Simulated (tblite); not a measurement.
Compound: C3H11GeSi (doublet state).
Atom-mapped SMILES: `[CH3:1][GeH2:2][C:3]([CH3:4])[SiH3:5]` (hydrogens: H6, H7, H8 on C1; H9, H10 on Ge2; H11, H12, H13 on C4; H14, H15, H16 on Si5)

Computed with GFN2-xTB (tblite), gas phase: L-BFGS steps from a force-field or distance-geometry start until the largest atomic force falls under 0.01 eV/Å.

Step 37: E = -424.3025 eV
```
atom  x, y, z in Å  |  force x, y, z in eV/Å
C1      2.3278   -0.6309   -0.3388   -0.033  -0.010   0.025
Ge2     0.7742   -0.7859    0.8745   -0.153   0.033  -0.009
C3     -0.8059    0.0874    0.1427    0.080  -0.039   0.013
C4     -1.6745   -0.7284   -0.7459   -0.011   0.017   0.035
Si5    -1.0507    1.9222    0.3224    0.032  -0.068   0.009
H6      2.5495    0.4157   -0.5285    0.019  -0.005   0.014
H7      2.1216   -1.1126   -1.2906   -0.006  -0.009  -0.002
H8      3.2018   -1.0994    0.1018    0.049   0.002  -0.006
H9      1.1307   -0.2066    2.2193    0.013   0.004  -0.036
H10     0.4335   -2.2444    1.0977    0.061   0.003  -0.009
H11    -2.6830   -0.3265   -0.8193   -0.055   0.049   0.030
H12    -1.7234   -1.7638   -0.4039   -0.003  -0.032   0.009
H13    -1.2709   -0.7535   -1.7613    0.061   0.013  -0.061
H14    -0.2749    2.6876   -0.6662    0.019   0.002  -0.049
H15    -0.5951    2.3235    1.6542   -0.002   0.022   0.041
H16    -2.4685    2.2249    0.1306   -0.071   0.018  -0.004
```

Step 38: E = -424.3041 eV
```
atom  x, y, z in Å  |  force x, y, z in eV/Å
C1      2.3281   -0.6310   -0.3390   -0.033  -0.005   0.018
Ge2     0.7727   -0.7861    0.8742   -0.105   0.049  -0.036
C3     -0.8106    0.0828    0.1490    0.055   0.002   0.006
C4     -1.6771   -0.7274   -0.7472    0.003   0.014   0.051
Si5    -1.0535    1.9188    0.3249    0.021  -0.029   0.013
H6      2.5535    0.4149   -0.5293    0.008  -0.007   0.019
H7      2.1245   -1.1126   -1.2916   -0.008  -0.009   0.007
H8      3.2008   -1.1000    0.1039    0.041  -0.001  -0.007
H9      1.1336   -0.2063    2.2152    0.013   0.017  -0.010
H10     0.4425   -2.2433    1.0983    0.042  -0.039  -0.003
H11    -2.6858   -0.3241   -0.8192   -0.024   0.039   0.003
H12    -1.7277   -1.7639   -0.4093   -0.005  -0.042   0.005
H13    -1.2643   -0.7484   -1.7597    0.021   0.016  -0.048
H14    -0.2728    2.6717   -0.6722    0.001  -0.005  -0.021
H15    -0.6003    2.3294    1.6567   -0.002   0.006   0.008
H16    -2.4712    2.2344    0.1339   -0.028  -0.006  -0.005
```

Step 39: E = -424.3048 eV
```
atom  x, y, z in Å  |  force x, y, z in eV/Å
C1      2.3242   -0.6297   -0.3389   -0.016  -0.007   0.015
Ge2     0.7695   -0.7865    0.8761   -0.036   0.027  -0.025
C3     -0.8119    0.0800    0.1532    0.005   0.017  -0.006
C4     -1.6767   -0.7273   -0.7475    0.010   0.006   0.024
Si5    -1.0530    1.9164    0.3264    0.005   0.005   0.008
H6      2.5497    0.4164   -0.5292    0.001  -0.011   0.018
H7      2.1201   -1.1112   -1.2918   -0.008  -0.004   0.013
H8      3.1994   -1.0979    0.1015    0.019   0.003  -0.008
H9      1.1352   -0.2065    2.2154    0.008   0.021  -0.005
H10     0.4486   -2.2450    1.1016    0.029  -0.043  -0.004
H11    -2.6857   -0.3227   -0.8208    0.004   0.026  -0.003
H12    -1.7284   -1.7658   -0.4140   -0.005  -0.020   0.000
H13    -1.2579   -0.7443   -1.7591   -0.010   0.015  -0.013
H14    -0.2691    2.6613   -0.6762   -0.010  -0.010  -0.002
H15    -0.6007    2.3323    1.6579   -0.004  -0.003  -0.011
H16    -2.4710    2.2395    0.1342    0.008  -0.022  -0.002
```

Problem. Estimate the geometry and energy of step 40. (The exact step hangs on the optimiser's Hessian estimate; all steps are aligned on step 39, rigid shifts and turns removed.)

Solution. E = -424.3050 eV, largest force 0.040 eV/Å
```
atom  x, y, z in Å  |  force x, y, z in eV/Å
C1      2.3201   -0.6284   -0.3389    0.000  -0.007   0.010
Ge2     0.7671   -0.7865    0.8778    0.000   0.002  -0.005
C3     -0.8131    0.0785    0.1562   -0.010   0.019  -0.001
C4     -1.6755   -0.7273   -0.7470   -0.004  -0.001   0.003
Si5    -1.0518    1.9149    0.3273   -0.006   0.014   0.007
H6      2.5451    0.4179   -0.5291   -0.003  -0.012   0.016
H7      2.1152   -1.1097   -1.2918   -0.009  -0.001   0.014
H8      3.1975   -1.0957    0.0990    0.008   0.004  -0.007
H9      1.1360   -0.2058    2.2162    0.003   0.020  -0.007
H10     0.4519   -2.2469    1.1038    0.025  -0.031  -0.005
H11    -2.6843   -0.3221   -0.8232    0.010   0.017   0.002
H12    -1.7278   -1.7674   -0.4174   -0.006  -0.007   0.002
H13    -1.2535   -0.7410   -1.7575   -0.013   0.011  -0.015
H14    -0.2662    2.6537   -0.6779   -0.006  -0.001  -0.005
H15    -0.5994    2.3334    1.6576   -0.003  -0.003  -0.009
H16    -2.4692    2.2413    0.1335    0.012  -0.025  -0.001
```

The energy changes by -0.0002 eV. The first-order estimate −F·Δx gives -0.0003 eV and the mean of the old and new forces, exact on a quadratic surface, -0.0002 eV. The step makes an angle of 79° with the force vector and moves no atom by more than 0.008 Å.

What follows is the cost of the whole relaxation. Hardware: one thread of an Arm Neoverse V1, shared host. Cost: 0.37 s wall.
